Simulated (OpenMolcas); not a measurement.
**Ni+: effect of the active space**

- Program: OpenMolcas 26.06
- Method: CASSCF or its RAS form
- Basis: ANO-RCC-VDZP
- Scalar Hamiltonian: DKH2, point nucleus
- Spin-orbit coupling: RASSI with atomic mean-field integrals over the reference wave functions, term energies averaged over their components

A. 9 electrons in 6 orbitals (3d 4s); 2S+1 = 4 even, 17 roots (10 in the spin-orbit step); 2S+1 = 2 even, 24 roots kept (CI in the orbitals of an earlier block); cost roughly 30 core-seconds
B. 9 electrons in 9 orbitals (RAS2 3d 4s; RAS3 4p, at most 2 electrons); 2S+1 = 2 even, 29 roots; 2S+1 = 4 even, 10 roots kept (CI in the orbitals of an earlier block); 2S+1 = 2 odd, 21 roots; 2S+1 = 4 odd, 21 roots kept (CI in the orbitals of an earlier block); cost roughly 6 core-minutes

Energies in cm⁻¹ above 3d⁸ 4s ⁴F_9/2.

```
               Level      A      B
       3d⁸ 4s ⁴F_9/2    0.0    0.0
       3d⁸ 4s ⁴F_7/2   1004    947
       3d⁸ 4s ⁴F_5/2   1835   1726
       3d⁸ 4s ⁴F_3/2   2423   2277
       3d⁸ 4s ²F_7/2   6557   6508
       3d⁸ 4s ²F_5/2   8130   7988
3d⁸ 4s ²D_5/2 [71 %]  18821  17773
       3d⁸ 4s ²D_3/2  19212  18177
3d⁸ 4s ⁴P_5/2 [63 %]  21090  20114
       3d⁸ 4s ⁴P_3/2  21140  20083
       3d⁸ 4s ⁴P_1/2  21387  20332
       3d⁸ 4s ²P_3/2  26823  25766
       3d⁸ 4s ²P_1/2  27409  26321
       3d⁸ 4s ²G_9/2  28591  27367
       3d⁸ 4s ²G_7/2  28595  27370
```

Between A and B the level of the table that moves most is 3d⁸ 4s ²G_7/2, by 1200 cm-1 (lowest in B, highest in A).

Without dynamic correlation excited terms often stand tens of per cent too high (terms of higher spin than the ground term too low), and those without a measured partner can miss by more than the paired ones. Terms from blocks run as CI alone lack orbitals of their own. The lowest computed level is not the ground level that NIST lists (2D5/2). Some high roots are left out of the spin-orbit mixing, which shifts the levels that they would mix with (holds for A). No level of 3d⁹ was computed, though it lies in the active space (holds for A). Levels of configurations outside the active space are missing. The table leaves out levels that lie high or whose names do not pair safely across all columns.

A share in square brackets marks a mixed level and gives the weight of the term that names it, the lowest over the columns.
